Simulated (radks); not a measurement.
All-electron atom: the fluorine ion F2+ in [He] 2s2 2p3 (the NIST ground configuration). All-electron calculation, scalar-relativistic Kohn-Sham, r2SCAN, spin-polarised, spherical densities, finite nucleus; open shells are filled with parallel spins first; meta-GGA in the generalised Kohn-Sham scheme; Fermi nuclear charge, rms radius 2.8976 fm. Program: a radial shooting solver on a logarithmic mesh with Libxc functionals.

Normalised radial functions P(r) = r R(r), r in bohr:

```
   r/bohr * 1s up, o 2s down, + 2p down (the largest magnitude, 2.14, reaches the edge; | marks zero, & curves that meet)
  0.01134                             + o    *
  0.01259                             + o    *
  0.01397                             + o     *
   0.0155                             + o      *
   0.0172                             + o       *
  0.01893                             +  o      *
    0.021                             +  o       *
   0.0233                             +  o        *
  0.02586                             +  o         *
  0.02846                             +   o         *
  0.03158                             +   o           *
  0.03505                             +   o            *
  0.03889                             +   o             *
  0.04315                             +    o             *
   0.0475                             |+   o              *
   0.0527                             |+   o               *
  0.05848                             |+   o                 *
  0.06489                             |+    o                 *
  0.07142                             |+    o                  *
  0.07925                             |+    o                  *
  0.08794                             | +   o                   *
  0.09758                             | +   o                    *
   0.1083                             | +   o                    *
   0.1192                             |  +  o                    *
   0.1322                             |  + o                     *
   0.1467                             |  + o                    *
   0.1628                             |   &                    *
   0.1792                             |  o +                  *
   0.1989                             | o  +                 *
   0.2207                             |o    +              *
   0.2448                             o      +           *
   0.2717                           o |      +         *
   0.2991                          o  |       +      *
   0.3318                        o    |        +  *
   0.3682                       o     |         &
   0.4086                     o       |       * +
   0.4497                    o        |     *    +
    0.499                  o          |    *      +
   0.5537                 o           |  *        +
   0.6144                o            | *         +
   0.6817                o            | *         +
   0.7504                o            |*          +
   0.8327                o            |*          +
   0.9239                o            *           +
    1.025                 o           *          +
    1.128                  o          *         +
    1.252                    o        *        +
    1.389                     o       *       +
    1.542                       o     *      +
    1.711                        o    *    +
    1.883                         o   *   +
    2.089                          o  *  +
    2.318                           o * +
    2.572                            o* +
    2.832                            o*+
    3.142                             &+
    3.486                             &
```

1s up: eigenvalue -717.14 eV, 0 radial nodes, <r> = 0.176 bohr, 90 % of the charge inside 0.316 bohr. 2s down: eigenvalue -63.450 eV, 1 radial node at r = 0.242 bohr, <r> = 0.943 bohr, 90 % of the charge inside 1.49 bohr. 2p down (empty): eigenvalue -42.847 eV, 0 radial nodes, <r> = 0.942 bohr, 90 % of the charge inside 1.58 bohr.
